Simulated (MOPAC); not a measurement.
MOPAC input (AM1):

```
AM1 FORCE THERMO(298,298) PRECISE LET GEO-OK AUX(PRECISION=9) THREADS=1
H2Te

Te   -0.00065054 1    0.03970172 1    0.00207458 1
H    -1.17245787 1   -1.12511126 1   -0.04714546 1
H     1.20867183 1   -1.08498729 1   -0.06834096 1
```

Problem. Which zero-point energy does it print?

Solution. 7.70 kcal/mol, from the harmonic wavenumbers of AM1.
